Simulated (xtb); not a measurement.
ClO, doublet, at a GFN2-xTB geometry; GFN2-xTB run with xtb 6.7.1.

The xtb input:
```
$ xtb mol.xyz --gfn 2 --uhf 1 --json

# file mol.xyz
2

Cl    -0.00000000    -0.00000000    -0.49281646
O      0.00000000     0.00000000     1.04723499
```

Output, abridged:

```
   ID    Z sym.   atoms
    1   17 Cl     1
    2    8 O      2

           -------------------------------------------------
          |                Calculation Setup                |
           -------------------------------------------------

           -------------------------------------------------
          |                 G F N 2 - x T B                 |
           -------------------------------------------------

          ...................................................
          :                      SETUP                      :
          :.................................................:
          :  # basis functions                  14          :
          :  # atomic orbitals                  13          :
          :  # shells                            5          :
          :  # electrons                        13          :
          :  max. iterations                   250          :
          :  Hamiltonian                  GFN2-xTB          :
          :  restarted?                      false          :
          :  GBSA solvation                  false          :
          :  PC potential                    false          :
          :  electronic temp.          300.0000000     K    :
          :  accuracy                    1.0000000          :
          :  -> integral cutoff          0.2500000E+02      :
          :  -> integral neglect         0.1000000E-07      :
          :  -> SCF convergence          0.1000000E-05 Eh   :
          :  -> wf. convergence          0.1000000E-03 e    :
          :  Broyden damping             0.4000000          :
          :  net charge                          0          :
          :  unpaired electrons                  1          :
          ...................................................

 iter      E             dE          RMSdq      gap      omega  full diag
   1     -8.4206315 -0.842063E+01  0.921E+00    5.82       0.0  T
   2     -8.4699420 -0.493106E-01  0.341E+00    5.43       1.0  T
   3     -8.4767942 -0.685218E-02  0.223E+00    5.66       1.0  T
   4     -8.4779177 -0.112349E-02  0.330E-01    5.60       1.0  T
   5     -8.4779203 -0.266018E-05  0.250E-01    5.62       1.0  T
   6     -8.4779972 -0.768186E-04  0.631E-02    5.60       1.1  T
   7     -8.4780016 -0.444454E-05  0.314E-02    5.61       2.3  T
   8     -8.4780029 -0.128625E-05  0.462E-03    5.60      15.3  T
   9     -8.4780029 -0.364416E-08  0.397E-03    5.60      17.8  T
  10     -8.4780029 -0.214466E-07  0.101E-04    5.60     697.0  T
  11     -8.4780029 -0.126139E-10  0.154E-05    5.60    4600.0  T

   *** convergence criteria satisfied after 11 iterations ***

         :::::::::::::::::::::::::::::::::::::::::::::::::::::
         ::                     SUMMARY                     ::
         :::::::::::::::::::::::::::::::::::::::::::::::::::::
         :: total energy              -8.474432119528 Eh    ::
         :: gradient norm              0.000000076401 Eh/a0 ::
         :: HOMO-LUMO gap              5.604510550581 eV    ::
         ::.................................................::
         :: SCC energy                -8.478002923920 Eh    ::
         :: -> isotropic ES            0.017707349188 Eh    ::
         :: -> anisotropic ES          0.000711293155 Eh    ::
         :: -> anisotropic XC         -0.004632763503 Eh    ::
         :: -> dispersion             -0.000423069601 Eh    ::
         :: repulsion energy           0.003570804392 Eh    ::
         :: add. restraining           0.000000000000 Eh    ::
         :: total charge               0.000000000000 e     ::
         :::::::::::::::::::::::::::::::::::::::::::::::::::::

           -------------------------------------------------
          |                Property Printout                |
           -------------------------------------------------

    * Orbital Energies and Occupations

         #    Occupation            Energy/Eh            Energy/eV
      -------------------------------------------------------------
         1        2.0000           -1.1067426             -30.1160
         2        2.0000           -0.6999249             -19.0459
         3        2.0000           -0.5817096             -15.8291
         4        2.0000           -0.5602048             -15.2439
         5        2.0000           -0.5602048             -15.2439
         6        1.5000           -0.4397638             -11.9666
         7        1.5000           -0.4397638             -11.9666 (HOMO)
         8                         -0.2338019              -6.3621 (LUMO)
         9                         -0.0538074              -1.4642
        10                         -0.0538074              -1.4642
        11                         -0.0257466              -0.7006
        12                         -0.0257466              -0.7006
        13                          0.2488249               6.7709
      -------------------------------------------------------------
                  HL-Gap            0.2059620 Eh            5.6045 eV
             Fermi-level           -0.3882733 Eh          -10.5655 eV

     #   Z          covCN         q      C6AA      α(0)
     1  17 Cl       0.939     0.297    90.728    14.572
     2   8 O        0.939    -0.297    19.692     5.951

 Mol. C6AA /au·bohr⁶  :        193.912949
 Mol. C8AA /au·bohr⁸  :       6605.636305
 Mol. α(0) /au        :         20.523776

Wiberg/Mayer (AO) data.
largest (>0.10) Wiberg bond orders for each atom

 ---------------------------------------------------------------------------
     #   Z sym  total        # sym  WBO       # sym  WBO       # sym  WBO
 ---------------------------------------------------------------------------
     1  17 Cl   1.378 --     2 O    1.378
     2   8 O    1.378 --     1 Cl   1.378
 ---------------------------------------------------------------------------

Topologies differ in total number of bonds
Writing topology from bond orders to xtbtopo.mol

molecular dipole:
                 x           y           z       tot (Debye)
 q only:        0.000       0.000      -0.864
   full:        0.000       0.000      -0.846       2.150
molecular quadrupole (traceless):
                xx          xy          yy          xz          yz          zz
 q only:        0.453       0.000       0.453       0.000       0.000      -0.905
  q+dip:        1.188       0.000       1.188      -0.000      -0.000      -2.376
   full:        0.874       0.000       0.874      -0.000      -0.000      -1.748

           -------------------------------------------------
          | TOTAL ENERGY               -8.474432119528 Eh   |
          | GRADIENT NORM               0.000000076401 Eh/α |
          | HOMO-LUMO GAP               5.604510550581 eV   |
           -------------------------------------------------

normal termination of xtb
```
